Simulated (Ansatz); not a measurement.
cyclo-(H2SiS)2 (Si₂H₄S₂). Charge 0, multiplicity 3. Geometry PBE0-D4/def2-SVP, that of the neutral singlet; atoms count from 1.

```tsv
atom	x (Å)	y (Å)	z (Å)
Si1	-0.878	0.787	-0.760
H2	-1.176	0.598	-2.207
H3	-1.662	1.945	-0.247
S4	1.234	1.005	-0.386
Si5	0.878	-0.787	0.760
H6	1.663	-1.946	0.249
H7	1.174	-0.596	2.207
S8	-1.233	-1.006	0.384
```

At PBE0-D4/def2-TZVP a singlet of charge 0 lies 5.01 eV below the triplet at the same geometry.

Problem. Estimate the Mulliken populations from the PBE0/def2-TZVP orbitals of Ansatz.

Solution. 
```csv
atom,charge (e),spin (α − β)
Si1,0.00,0.52
H2,0.05,0.07
H3,0.05,0.07
S4,-0.10,0.34
Si5,0.00,0.52
H6,0.05,0.07
H7,0.05,0.07
S8,-0.10,0.34
```
Mulliken values and Mayer orders depend strongly on the basis.

Problem. Where does the spin sit?

Solution. Summed by element: Si 1.04, H 0.28, S 0.68, of 2 unpaired in all. Largest on single atoms: Si5 0.52, Si1 0.52, S8 0.34.

Problem. And the Mayer bond orders between bonded heavy atoms (over 0.3)?

Solution. Si1–S4 1.01 (2.16 Å); Si1–S8 1.01 (2.16 Å); S4–Si5 1.01 (2.16 Å); Si5–S8 1.01 (2.16 Å). Values over 0.3 also appear between atoms too far apart for a bond (Si1–Si5 0.40 at 2.80 Å; S4–S8 0.31 at 3.27 Å); they arise where an orbital or an unpaired electron spreads over both atoms.
